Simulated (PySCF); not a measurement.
SMILES OB(O)[SiH3] (H₅BO₂Si), singlet, PBE0/def2-SVP optimised geometry.

```
9

B     -0.36     0.41     0.00
O     -1.56     0.62     0.59
H     -1.89     1.53     0.55
O      0.37     1.39    -0.62
H     -0.04     2.26    -0.61
Si     0.39    -1.48     0.00
H      1.89    -1.48     0.00
H     -0.06    -2.22    -1.23
H     -0.08    -2.26     1.19
```

Density from PBE0/def2-TZVP in PySCF at that geometry.

Minimum of the electron density along straight lines between bonded atoms, close to the bond critical point (lines longer than 1.1 times the sum of covalent radii, or with two minima, are not listed):

```
bond    length / Å  ρ at the minimum / e bohr⁻³  ∇²ρ there / e bohr⁻⁵  position (fraction from the first atom)
------  ----------  ---------------------------  --------------------  ---------------------------------------
B1–O2        1.362                        0.208                  0.97                                     0.33
O2–H3        0.965                        0.356                 -2.39                                     0.80
B1–O4        1.362                        0.208                  0.97                                     0.33
O4–H5        0.965                        0.356                 -2.39                                     0.80
B1–Si6       2.035                        0.110                 -0.05                                     0.62
Si6–H7       1.497                        0.117                  0.16                                     0.49
Si6–H8       1.500                        0.116                  0.16                                     0.49
Si6–H9       1.497                        0.117                  0.16                                     0.49
```
